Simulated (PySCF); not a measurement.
# Polarisability and C₆ of Hf+ (hafnium, charge +1)

[Xe] 4f14 5d1 6s2, 2D determinant. Calculation: PySCF 2.14, in aug-cc-pVTZ-PP with ECP60MDF (6s6p5d3f2g, 88 functions); a scalar-relativistic core potential. Coupled (time-dependent) response in atomic units; α is the mean over directions.

```
   method  mean α (bohr³)         α xx, yy, zz  C₆ (like pair)  S(−4)
BHandHLYP           54.18  53.14, 53.14, 56.26           527.0   1202
     TPSS           54.90  54.01, 54.01, 56.67           532.2   1287
```

S(−4) is the Cauchy moment in α(ω) = α(0) + S(−4) ω² + …

Spin-orbit coupling is absent.

α(iu) at TPSS:

| u (hartree) | α(iu) (bohr³) |
| --- | --- |
| 0 | 54.90 |
| 0.0500 | 51.89 |
| 0.100 | 44.83 |
| 0.200 | 30.16 |
| 0.300 | 20.60 |
| 0.500 | 11.51 |
| 0.750 | 7.036 |
| 1.00 | 4.932 |
| 1.50 | 2.922 |
| 2.00 | 1.952 |
| 3.00 | 1.040 |
| 5.00 | 0.4272 |

A single London oscillator, α(iu) = α/(1 + u²/ω²), gives C₆ = (3/4) ω α². Matching the computed C₆ needs ω = 4 × 532.2 / (3 × 54.90²) = 0.235 hartree.

For an ion, C₆ is the dispersion term alone; charge-induced terms of lower order in 1/R come first.

The components differ because the open shell of this determinant is not spherical; for a pure term their mean is the scalar polarisability.

⟨L²⟩ = 7.75 against 6 for a pure D term, so this real determinant mixes terms. Energies and moments cover only the electrons outside the core potential. Spin-orbit coupling, absent here, splits the open shell strongly. ⟨S²⟩ = 1.22 against 0.75 shows spin contamination. The s, p, d and f populations moved away from the nominal configuration during the SCF.
